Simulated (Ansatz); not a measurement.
Input and output for C2H6Cl2GaN (`C[N](C)[Ga]([Cl])[Cl]`).

```yaml
crystal:
  periodic: [false, false, false]
  atoms:
    - {symbol: C, position_ang: [-0.630172, -0.713229, 1.530342]}
    - {symbol: N, position_ang: [-0.000421, 0.000376, -0.000343]}
    - {symbol: C, position_ang: [1.228285, -1.016055, -0.840587]}
    - {symbol: Ga, position_ang: [-0.687162, 1.986759, -0.792470]}
    - {symbol: Cl, position_ang: [0.305113, 2.952812, -3.062299]}
    - {symbol: Cl, position_ang: [-2.506166, 3.410808, 0.524015]}
    - {symbol: H, position_ang: [0.381396, -0.915736, 2.436380]}
    - {symbol: H, position_ang: [-1.230072, -1.926936, 1.301851]}
    - {symbol: H, position_ang: [-1.552509, 0.109782, 2.106853]}
    - {symbol: H, position_ang: [1.656163, -0.413015, -1.986740]}
    - {symbol: H, position_ang: [0.711768, -2.243361, -1.175410]}
    - {symbol: H, position_ang: [2.323766, -1.232193, -0.041592]}
basis:
  gaussian: {orbitals: cc-pVTZ}
total_charge: -1
magnetization: {spin_polarized: true, initial_magnetization: 1}
hamiltonian: {xc: {name: r2SCAN50}, dispersion: d3bj}
accuracy: high
scf: {lower_state_search: off}
output: {forces: true}
```

```sh
$ ansatz run in.yaml --threads 2 --pin off --events-out ev --progress --plain --max-ram 32768MiB --backend cuda --devices 0, --max-vram 18GiB
```

Output, abridged:

```
Warning: the engine holds no damping parameters fitted to this dispersion correction and functional, so the run takes those fitted to r2scan50 beside the three-body term, which d3bj leaves out (hamiltonian.dispersion, under Limitations)
Functional definition: r2SCAN50
4986 factors; integrals over basis functions are off by at most 5.4e-8 eV
mean field evaluation 1: about -81074.7801 eV, gradient 1.7e1 eV
mean field evaluation 2: about -81074.6144 eV, gradient 2.0e1 eV
mean field evaluation 4: about -81076.5049 eV, gradient 1.9e0 eV
mean field evaluation 8: about -81076.6361 eV, gradient 2.8e-1 eV
mean field evaluation 16: about -81076.6370 eV, gradient 4.3e-3 eV
mean field evaluation 32: about -81076.6370 eV, gradient 2.4e-6 eV
mean field -81076.63696070 eV, -2979.5114525873 hartree, gradient 6.3e-8 eV, S^2 0.765175; 0 other end points of the search recorded, 0 dependent functions left out
reference -81076.63696298 eV, -2979.5114526711 hartree; 46, 45 occupied and 239, 240 virtual orbitals, 4986 factors
Total energy: -81076.75507565 eV, -2979.5157932317 hartree
Atom 0 at    -0.630172    -0.713229     1.530342 Å, force     0.195297    -0.383700     0.064815 eV/Å
Atom 1 at    -0.000421     0.000376    -0.000343 Å, force     0.797931    -2.305499     0.919845 eV/Å
Atom 2 at     1.228285    -1.016055    -0.840587 Å, force     0.063034    -0.361789     0.233171 eV/Å
Atom 3 at    -0.687162     1.986759    -0.792470 Å, force     0.333918    -0.965553     0.385333 eV/Å
Atom 4 at     0.305113     2.952812    -3.062299 Å, force    -0.418740    -0.556613     1.090361 eV/Å
Atom 5 at    -2.506166     3.410808     0.524015 Å, force     0.876776    -0.767700    -0.562274 eV/Å
Atom 6 at     0.381396    -0.915736     2.436380 Å, force    -3.481594     0.728255    -3.223820 eV/Å
Atom 7 at    -1.230072    -1.926936     1.301851 Å, force     2.122592     4.244904     0.721502 eV/Å
Atom 8 at    -1.552509     0.109782     2.106853 Å, force     3.387050    -2.783608    -2.329698 eV/Å
Atom 9 at     1.656163    -0.413015    -1.986740 Å, force    -1.746246    -1.947443     4.219690 eV/Å
Atom 10 at     0.711768    -2.243361    -1.175410 Å, force     1.737918     4.307665     1.212098 eV/Å
Atom 11 at     2.323766    -1.232193    -0.041592 Å, force    -3.867935     0.791080    -2.731022 eV/Å
Dipole moment:     0.269636    -0.779404     0.310934 e Å
Checks for a lower state left out: stability, starts, cluster_reference, orbital_swaps, neighbouring_geometries, increment
```

Run time 22 s (2 threads of an AMD EPYC 7R13 on a shared host and a share of an NVIDIA H100 80 GB); peak host memory 1.4 GiB.
